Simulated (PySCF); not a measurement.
Below is a simulated gas-phase Si 2p photoelectron spectrum of trimethoxysilane (`O([SiH](OC)OC)C`).

Every computed line was given a Gaussian of 0.6 eV full width at half maximum and an area set by the number of equivalent atoms (split 2:1 within a doublet); the highest printed point is 100. Computed, not measured: delta-SCF UKS SCAN, pcX-2 on the ionised atom, pcseg-1 elsewhere, spin-free X2C in PySCF.

```json
{"binding energy (eV)": "106.9", "intensity": "0"}
{"binding energy (eV)": "107.0", "intensity": "1"}
{"binding energy (eV)": "107.1", "intensity": "3"}
{"binding energy (eV)": "107.2", "intensity": "8"}
{"binding energy (eV)": "107.3", "intensity": "17"}
{"binding energy (eV)": "107.4", "intensity": "34"}
{"binding energy (eV)": "107.5", "intensity": "55"}
{"binding energy (eV)": "107.6", "intensity": "78"}
{"binding energy (eV)": "107.7", "intensity": "95"}
{"binding energy (eV)": "107.8", "intensity": "100"}
{"binding energy (eV)": "107.9", "intensity": "93"}
{"binding energy (eV)": "108.0", "intensity": "80"}
{"binding energy (eV)": "108.1", "intensity": "67"}
{"binding energy (eV)": "108.2", "intensity": "60"}
{"binding energy (eV)": "108.3", "intensity": "57"}
{"binding energy (eV)": "108.4", "intensity": "53"}
{"binding energy (eV)": "108.5", "intensity": "47"}
{"binding energy (eV)": "108.6", "intensity": "36"}
{"binding energy (eV)": "108.7", "intensity": "24"}
{"binding energy (eV)": "108.8", "intensity": "14"}
{"binding energy (eV)": "108.9", "intensity": "7"}
{"binding energy (eV)": "109.0", "intensity": "3"}
{"binding energy (eV)": "109.1", "intensity": "1"}
{"binding energy (eV)": "109.2", "intensity": "0"}
```

Problem. How many maxima does the curve show, and how many computed lines lie under it?

Solution. The curve has 1 maximum (at 107.8 eV). Under it lie 2 lines from 1 inequivalent silicon site, drawn as a 2p3/2, 2p1/2 pair. At this width some lines have no maximum of their own.

Problem. Decompose the envelope and assign each component. Numbering: `[CH3:1][O:2][SiH:3]([O:4][CH3:5])[O:6][CH3:7]`.

Solution. 
```json
{"position (eV)": "107.77", "relative area": "0.67", "line": "Si 2p3/2", "atoms": "Si3", "environment": "oxygen-bound silicon"}
{"position (eV)": "108.40", "relative area": "0.33", "line": "Si 2p1/2", "atoms": "Si3", "environment": "oxygen-bound silicon"}
```

Problem. What are the centre and the root-mean-square width of the whole band?

Solution. The area-weighted mean of the lines is 107.98 eV. Their own spread about it is 0.30 eV (rms) and each Gaussian has σ = 0.6/2.355 = 0.25 eV; the variances add, which gives 0.39 eV.

No satellites, vibrations or lifetime broadening are included. Spin–orbit coupling isn't in the SCF: each 2p doublet comes from a relaxed spin-free hole plus a matrix of the shell (mean-field spin–orbit coupling and the ground-state 2p splitting), with 2p3/2 averaged over its two sublevels. 2p1/2 minus 2p3/2 (ligand field included): Si 0.63 eV. Isolated species at its PBE0-D3(BJ)/def2-SVP geometry (one conformer only).

Conformer computed: `[CH3:1][O:2][SiH:3]([O:4][CH3:5])[O:6][CH3:7]`: C1–O2–Si3–O4 166°, O2–Si3–O4–C5 48°, O2–Si3–O6–C7 168°.
